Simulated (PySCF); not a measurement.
C4H8BNO3.
Geometry (PBE0-D3(BJ)/def2-SVP, Å), atoms numbered from 1 in this order:
```xyz
17
C4H8BNO3 angstrom
N      2.650   -0.143    0.165
C      1.600   -0.986    0.145
O      1.628   -2.148    0.499
C      0.305   -0.379   -0.388
C     -0.854   -0.649    0.554
C     -2.100    0.036    0.036
O     -1.863    1.408   -0.225
B     -0.619    1.845   -0.528
O      0.458    1.010   -0.625
H      3.542   -0.477    0.502
H      2.528    0.816   -0.131
H      0.117   -0.880   -1.356
H     -0.601   -0.261    1.556
H     -0.994   -1.735    0.652
H     -2.920   -0.027    0.767
H     -2.452   -0.446   -0.893
H     -0.444    3.022   -0.721
```

Level: CAM-B3LYP/def2-SVPD in PySCF, non-relativistic, on one gas-phase PBE0-D3(BJ)/def2-SVP geometry that isn't relaxed in the solvent. The solvent is an IEF-PCM continuum (van der Waals radii × 1.2), and excitations are vertical TDDFT with non-equilibrium linear response and a frozen core. Only the electrostatic response of the medium enters.

Gas-phase singlets (H = HOMO, L = LUMO):

```json
{"state": "S1", "E (eV)": "5.771", "λ (nm)": "215", "f": "0.000", "leading configurations": "H→L+2 32%, H→L+1 20%, H→L 14%"}
{"state": "S2", "E (eV)": "7.290", "λ (nm)": "170", "f": "0.020", "leading configurations": "H→L 42%, H→L+4 17%, H-1→L 9%"}
{"state": "S3", "E (eV)": "7.494", "λ (nm)": "165", "f": "0.030", "leading configurations": "H-1→L 43%, H-1→L+2 25%, H-1→L+4 8%"}
{"state": "S4", "E (eV)": "7.642", "λ (nm)": "162", "f": "0.109", "leading configurations": "H-1→L+1 40%, H-1→L+4 15%, H-1→L+3 12%"}
{"state": "S5", "E (eV)": "7.773", "λ (nm)": "160", "f": "0.060", "leading configurations": "H→L+1 45%, H→L+2 15%"}
```

Question: Give the list for chloroform (ε = 4.711), n² = 2.09.

Answer: 
```csv
state,E (eV),λ (nm),f,leading configurations,change by rank (eV)
S1,5.938,209,0.001,"H→L+2 32%, H→L+1 30%, H→L+3 15%",+0.167
S2,7.395,168,0.089,"H→L 19%, H-1→L+2 18%, H-1→L 16%",+0.105
S3,7.588,163,0.136,"H→L 28%, H→L+3 20%, H-1→L 17%",+0.094
S4,7.715,161,0.042,"H-1→L+3 44%, H-1→L+1 27%, H-1→L 16%",+0.073
S5,7.865,158,0.063,"H→L+2 29%, H→L+1 29%, H-2→L 9%",+0.092
```

Question: How do the frontier levels move from gas to chloroform?

Answer: 
```csv
orbital,gas (eV),solvent (eV),change (eV),"Löwdin shares, gas","Löwdin shares, solvent"
LUMO+2,1.58,1.65,+0.07,"C2 18 %, O3 12 %, O7 10 %, N1 9 %","C2 20 %, O3 14 %, B8 14 %, O7 12 %"
LUMO+1,1.21,1.33,+0.12,"B8 22 %, O9 15 %, O7 12 %, C2 7 %","B8 23 %, O7 12 %, O9 12 %, C2 10 %"
LUMO,0.82,0.99,+0.17,"B8 37 %, H12 7 %, O9 6 %, C6 6 %","B8 42 %, C2 6 %, O9 6 %, H12 6 %"
HOMO,-9.06,-9.15,-0.09,"O3 61 %, C2 11 %, C4 9 %, N1 6 %","O3 57 %, C2 11 %, C4 10 %, O9 7 %"
HOMO-1,-9.52,-9.50,+0.02,"N1 42 %, O3 36 %, C2 11 %","N1 44 %, O3 34 %, C2 11 %"
HOMO-2,-10.41,-10.26,+0.15,"O7 39 %, O9 20 %, C6 11 %, H16 7 %","O7 38 %, O9 19 %, C6 12 %, H16 7 %"
HOMO-3,-10.65,-10.50,+0.15,"O7 29 %, O9 15 %, C5 12 %, C6 12 %","O7 24 %, O9 16 %, C5 13 %, C6 12 %"
```

The HOMO–LUMO gap goes from 9.89 to 10.13 eV.

Run on an Arm Neoverse V2 with one thread, no GPU (shared host). This is the whole response run at CAM-B3LYP/def2-SVPD in chloroform, SCF included.
